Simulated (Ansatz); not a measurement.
`[CH3][In]([F])[Cl]` → F• + `[CH3][In][Cl]`• at 700 K and 1 bar (homolysis of the F–In bond).

Isolated molecules relaxed with PBE0-D4/def2-TZVP in Ansatz; ΔE leaves out vibrations. CCSD(T)/CBS adds triple-zeta CCSD(T) − MP2 to the extrapolated MP2 energy (def2 sets, frozen cores). This one scheme is used for every species, atoms too. Open shells (•) are unrestricted, without spin–orbit coupling. Spin–orbit coupling would lower the free atoms: a little for F. def2 core potentials past Kr. For In outer-core shells are correlated without core-valence functions, so the limit isn't a true one: a few kJ/mol of doubt a bond, and 10 to 20 or more in all where bonds break to atoms.

```tsv
species	CCSD(T)/CBS energy (Eh)	H − E (kJ/mol)	S (J/(mol·K))
`[CH3][In]([F])[Cl]`	-789.33016	163.8	455.0
F•	-99.66871	14.6	178.2
`[CH3][In][Cl]`•	-689.47601	144.2	409.7
```

H − E and S are ideal-gas, rigid-rotor, harmonic terms from PBE0-D4/def2-TZVP, for one conformer and one mirror image of each species, with the whole ground term of open shells counted as degenerate. 1 Eh = 2625.50 kJ/mol, R = 8.31446 J/(mol·K).

Question: By hand: ΔE, ΔH, ΔS and ΔG.

Answer: ΔE = (-99.66871) + (-689.47601) − (-789.33016) = 0.18544 Eh = 486.9 kJ/mol. Δ(H − E) = 14.6 + 144.2 − 163.8 = -5.0, so ΔH = 481.9 kJ/mol. ΔS = 178.2 + 409.7 − 455.0 = 132.9 J/(mol·K). ΔG = 481.9 − 700 × (132.9)/1000 = 388.9 kJ/mol.

Question: By hand: the equilibrium constant, and the temperature at which ΔG would vanish if ΔH and ΔS stayed fixed.

Answer: log₁₀ K = −ΔG/(RT ln 10) = -29.0. ΔG = 0 at ΔH/ΔS = 3626 K, far beyond where these terms or the molecules hold.

The number of gas molecules changes by +1, which sets the sign of ΔS. A doubt of 5 kJ/mol in ΔE shifts log₁₀ K by 0.4 here. Other conformers and mirror images would add mixing entropy, several J/(mol·K) or more a flexible species. Modes under 60 cm⁻¹, often nearly free rotors, make the harmonic entropy too high. These are equilibria of isolated gas molecules and say nothing of rates. Largest T1 diagnostic: 0.016 (customary marks: 0.02 for closed shells, 0.045 for open ones).
